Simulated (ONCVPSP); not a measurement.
**phosphorus, ONCV: configuration errors across variants**

```json
{
 "Element": "phosphorus (P)",
 "Generator": "ONCVPSP 4.0.1",
 "Type": "optimised norm-conserving Vanderbilt (ONCV)",
 "Functional": "PBE",
 "Relativity": "scalar-relativistic",
 "Frozen core": "[Ne]",
 "Valence charge": "5",
 "Reference configuration": "3s2 3p3",
 "Partial waves": "3s: rc 1.30 bohr, ncon 4, nbas 9, qcut 4.9 1/bohr, 2 projectors, debl 0.8 Ha; 3p: rc 1.90 bohr, ncon 3, nbas 7, qcut 5 1/bohr, 2 projectors, debl 1 Ha",
 "Local potential": "polynomial inside 1.25 bohr (lpopt 3, dvloc0 0 Ha)",
 "Core correction": "none"
}
```

All-electron excitation energies from the reference (eV): (1) 3s2 3p2 9.730; (2) 3s2 3p1 28.877; (3) 3s2 3p0 58.616; (4) 3s1 3p3 18.850.

4 further variants failed, have other tests or too few solved ones, and are left out.

Errors AE − PS in meV (a dash: test not solved or not reliable):

```tsv
change	(1)	(2)	(3)	(4)	bound ghosts	GHOST(+) flags above zero
base	-1.0	-0.9	+15	+2.7	none	s
all radii scaled by about 1.16 (s 1.50, p 2.20 bohr); local potential polynomial inside 1.44 bohr (lpopt 3, dvloc0 0 Ha)	-1.8	-6.4	-4.7	+5.0	none	s
all radii scaled by about 1.19 (s 1.54, p 2.26 bohr); local potential polynomial inside 1.48 bohr (lpopt 3, dvloc0 0 Ha)	-1.9	-7.5	-8.7	+5.3	none	s
all radii scaled by about 1.26 (s 1.64, p 2.40 bohr); local potential polynomial inside 1.58 bohr (lpopt 3, dvloc0 0 Ha)	-2.3	-10	-19	+5.2	none	none
all radii scaled by about 1.32 (s 1.72, p 2.50 bohr); local potential polynomial inside 1.64 bohr (lpopt 3, dvloc0 0 Ha)	-2.6	-12	-26	+4.9	none	none
```

(1) Give the same row for: all radii scaled by about 1.06 (s 1.38, p 2.02 bohr); local potential polynomial inside 1.34 bohr (lpopt 3, dvloc0 0 Ha).

## Answers

(1) -1.3, -2.9, +8.1, +3.9; bound ghosts: none; GHOST(+) flags above zero: s.
